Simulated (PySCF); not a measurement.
SMILES F[Si]([SiH2]CC=C)(F)F (C3H7F3Si2) (GFN2-xTB optimised geometry):

```
15

C      1.656    -1.256     1.045
C      0.906    -0.954     0.000
C     -0.585    -0.954     0.000
Si    -1.264     0.834     0.000
Si    -0.373     1.993    -1.752
F     -0.134     1.192    -3.110
F     -1.237     3.232    -2.256
F      1.055     2.662    -1.527
H      2.730    -1.230     1.003
H      1.220    -1.551     1.986
H      1.371    -0.662    -0.934
H     -0.949    -1.481    -0.885
H     -0.959    -1.486     0.875
H     -0.912     1.486     1.269
H     -2.730     0.785    -0.108
```

Computed with CAM-B3LYP/def2-TZVP (PySCF 2.14.0).

### Question
What are the frontier orbital energies and the dipole moment?

### Answer
HOMO-2 -11.44 eV, HOMO-1 -11.01 eV, HOMO -8.94 eV, LUMO 0.19 eV, LUMO+1 0.34 eV; dipole moment 3.53 D.

Meta-Löwdin charges at CAM-B3LYP/def2-TZVP: C1 -0.27, C2 -0.10, C3 -0.42, Si4 0.38, Si5 1.44, F6 -0.50, F7 -0.49, F8 -0.49, H9 0.13, H10 0.11, H11 0.11, H12 0.13, H13 0.13, H14 -0.07, H15 -0.08.
